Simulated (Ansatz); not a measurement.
Consider the ligand exchange at a B–N bond: `NB(S)Cl` + `O[SiH3]` → `[SiH3]OB(S)Cl` + NH₃.

Calculated with Ansatz (gas phase, PBE0-D4/def2-TZVP geometries, no zero-point term in ΔE). CBS: MP2 limit from def2 TZ/QZ plus the TZ coupled-cluster correction, frozen cores. This one scheme is used for every species. Functionals use def2-TZVPP. B3LYP here is the variant with VWN-RPA as its local correlation; programs differ in this. HSE06 is defined as in plane-wave codes. One conformer a species, not always the lowest.

`NB(S)Cl`:

Z-matrix (Å, degrees):
```
N
B 1 1.391
H 1 1.005 2 121.6
H 1 1.004 2 123.8 3 180.0
S 2 1.813 1 125.3 3 -180.0
Cl 2 1.772 1 118.9 3 0.0
H 5 1.344 2 97.0 1 0.0
```

`O[SiH3]`:

Z-matrix (Å, degrees):
```
Si
O 1 1.648
H 1 1.489 2 111.7
H 1 1.489 2 111.7 3 120.9
H 1 1.481 2 105.9 3 -119.6
H 2 0.957 1 117.9 3 -60.5
```

`[SiH3]OB(S)Cl`:

Z-matrix (Å, degrees):
```
Si
O 1 1.655
H 1 1.484 2 110.1
H 1 1.481 2 108.0 3 120.5
H 1 1.480 2 107.4 3 -120.3
B 2 1.340 1 138.7 3 -10.4
Cl 6 1.766 2 118.3 1 -178.8
S 6 1.813 2 121.1 1 1.2
H 8 1.341 6 95.9 2 -179.8
```

NH₃:

Cartesian coordinates in Å:
```
N 0.240 0.137 0.055
H -0.155 0.414 -0.835
H 0.380 -0.865 0.020
H -0.465 0.314 0.761
```

| level | ΔE (kJ/mol) | difference from CCSD(T)/CBS |
| --- | --- | --- |
| HSE06-D4 | -12.3 | 3.7 |
| BHLYP-D4 | -19.2 | -3.2 |
| ωB97X-V | -14.1 | 1.9 |
| B2PLYP | -14.0 | 2.0 |
| PBE | -8.7 | 7.3 |
| BLYP | -11.8 | 4.2 |
| B3LYP | -11.9 | 4.1 |
| r2SCANh | -13.5 | 2.5 |
| CCSD/def2-TZVPP | -15.9 | 0.1 |
| MP2/def2-QZVPP | -15.0 | 1.0 |
| CCSD(T)/CBS | -16.0 | 0 |

Largest T1 diagnostic among the species: 0.012.

The D4 term adds −5.5 kJ/mol with B3LYP and −3.3 kJ/mol with PBE0; it sums over pairs of atoms, weighted by their polarisabilities, and B3LYP, whose exchange is more repulsive, gets the larger term. At CCSD(T), def2-SVP lies −4.2 kJ/mol from the extrapolated value and def2-TZVPP −0.7 kJ/mol.
